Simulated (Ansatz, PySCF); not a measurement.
Gas-phase reaction (SMILES): N[Si](N)(N)F + O (H2O) -> N[Si](N)(N)O + F (HF); water cleaves one Si-F bond, a model of a ligand-exchange step.

Each molecule is optimised on its own at B3LYP-D3(BJ)/def2-TZVP (Ansatz, an electronic-structure program), one conformer each, not searched for the lowest. Cores are frozen in the correlated levels unless marked. No spin-orbit coupling. No relativistic terms. CBS marks a two-point X^-3 extrapolation of the correlation energy; Hartree-Fock from the larger set. The bracket is a focal-point correction in the basis named. Thermal terms are rigid-rotor harmonic-oscillator values from B3LYP-D3(BJ) frequencies (Ansatz or PySCF) at 298.15 K and 1 atm. 1 Eh = 627.5095 kcal/mol.

```tsv
species	E, RI-MP2/CBS(cc-pV(T+d)Z,cc-pV(Q+d)Z)+[CCSD(T)-MP2]/cc-pV(T+d)Z (Ansatz) (Eh)	E, PBE-D3(BJ)/def2-TZVPD (Ansatz + dftd3) (Eh)	H - E (Eh)	G - E (Eh)
N[Si](N)(N)F	-556.77385	-557.07709	0.09094	0.05192
O (H2O)	-76.37659	-76.38147	0.02495	0.00353
N[Si](N)(N)O	-532.73985	-533.04512	0.10285	0.06339
F (HF)	-100.39237	-100.39533	0.01259	-0.00713
```

Task: Work out ΔE and ΔH, ΔG, ΔS and the equilibrium constant at 298.15 K at the first level, then ΔH at the second.

Result: 
1. ΔE = [(-532.73985) + (-100.39237)] - [(-556.77385) + (-76.37659)] = 0.01822 Eh = 11.4 kcal/mol at RI-MP2/CBS(cc-pV(T+d)Z,cc-pV(Q+d)Z)+[CCSD(T)-MP2]/cc-pV(T+d)Z.
2. The terms H - E add up to -0.00045 Eh, so ΔH = (0.01822 + (-0.00045))×627.5095 = 11.2 kcal/mol.
3. The terms G - E add up to 0.00081 Eh, so ΔG = 11.9 kcal/mol, and ΔS = (-0.00045 - (0.00081))×627509.5/298.15 = -2.7 cal/(mol K).
4. log10 K = -ΔG/(RT ln 10) = -8.7, with RT ln 10 = 1.3642 kcal/mol.
5. At PBE-D3(BJ)/def2-TZVPD the same steps give ΔE = 11.4 and ΔH = 11.1 kcal/mol, a shift of -0.1 from the first level.
6. These values are not checked against measurement here, since the tables used lack a sound gas-phase enthalpy of formation for at least one species.
